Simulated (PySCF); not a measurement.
H₇NO₃SSi₂, SMILES N[SiH2]S[Si](O)(O)O, singlet (PBE0/def2-SVP optimised geometry):

```
14

Si    -0.517    -1.951     1.533
O      1.006    -2.045     2.146
O     -1.455    -2.924     2.478
O     -0.493    -2.370    -0.041
S     -1.344     0.052     1.723
Si    -0.486     0.970     0.000
N     -0.928     0.030    -1.422
H      1.065    -2.107     3.104
H     -2.379    -3.008     2.228
H     -0.653    -1.637    -0.680
H      1.004     0.970     0.000
H     -1.004     2.370     0.000
H     -1.906     0.055    -1.706
H     -0.336     0.151    -2.242
```

Level of theory: PBE0/def2-TZVP in PySCF.

Task: What are the frontier orbital energies and the dipole moment?

Result: HOMO-2 -8.57 eV, HOMO-1 -8.33 eV, HOMO -7.53 eV, LUMO 0.06 eV, LUMO+1 0.37 eV; dipole moment 3.09 D.

On the same geometry PBE/def2-TZVP in PySCF 2.14.0 gives HOMO-2 -7.19 eV, HOMO-1 -6.91 eV, HOMO -6.27 eV, LUMO -0.76 eV, LUMO+1 -0.50 eV; dipole moment 2.94 D.

Meta-Löwdin charges at PBE0/def2-TZVP: Si1 1.42, O2 -0.75, O3 -0.76, O4 -0.77, S5 -0.45, Si6 0.68, N7 -0.71, H8 0.36, H9 0.36, H10 0.34, H11 -0.10, H12 -0.10, H13 0.24, H14 0.25.
